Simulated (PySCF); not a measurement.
Cd(Cl)(NH2) (CdClH2N), SMILES [NH2][Cd][Cl]. Heavy atoms are numbered as in [Cd:1]([Cl:2])[NH2:3]. Hydrogens are named by the atom that carries them.

Coordinates come from a B3LYP-D3(BJ)/def2-TZVP optimisation. The def2 effective core potentials stand for the cores of Cd; spin–orbit coupling is left out. Other conformers were not sampled.

Method: PBE0/def2-TZVPD in PySCF.

Mulliken values depend strongly on the basis, most of all with diffuse functions as here. ESP charges are fitted to the potential on shells at 1.4 to 2.0 van der Waals radii. Atomic charges (e), one atom of each kind:

| atom | ESP fit | Mulliken |
|---|---|---|
| Cd1 | 0.70 | 0.69 |
| Cl2 | -0.41 | -0.43 |
| N3 (NH2) | -0.79 | -0.73 |
| H on N3 | 0.25 | 0.23 |
